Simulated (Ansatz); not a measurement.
C$_{2}$H$_{6}$AlFOSi from Hartree–Fock to CCSD(T)

```xyz
12

O    -0.6161   -1.6016   -0.3153
C     0.4645   -1.5684    0.2732
Si    1.2505    0.1830    0.5269
F     1.9230    0.1357    1.9791
C    -0.1783    1.2483    0.2359
Al   -1.4270    0.1232   -0.8949
H     0.8837   -2.5450    0.5706
H     2.3418    0.2622   -0.4761
H     0.0958    2.1877   -0.2483
H    -0.7129    1.4710    1.1653
H    -1.1053    0.0988   -2.4553
H    -2.9196    0.0054   -0.3611
```

Charge 0, multiplicity 1. The bonds changed during the relaxation, so this is another structure than the one it started from. Geometry: relaxed with PBE0-D4/def2-TZVP. It is one conformer, not always the lowest. Frozen core, restricted reference, Ansatz. CBS rows extrapolate triple and quadruple zeta; past MP2 they add the triple-zeta difference.

| basis | HF (Eh) | MP2 corr. | CCSD corr. | (T) | CCSD(T) total |
| --- | --- | --- | --- | --- | --- |
| def2-TZVPP | -784.58832 | -1.00554 | ? | -0.04017 | ? |
| def2-QZVPP | ? | ? | – | – | – |
| CBS(def2) | ? | -1.14390 | -1.18694 | as TZ | ? |

Fill in the withheld values. (Best estimate.)

Ansatz gave: def2-TZVPP CCSD corr.: -1.04858; def2-TZVPP CCSD(T) total: -785.67707; def2-QZVPP HF (Eh): -784.61662; def2-QZVPP MP2 corr.: -1.08502; CBS(def2) HF (Eh): -784.62051; CBS(def2) CCSD(T) total: -785.84762.
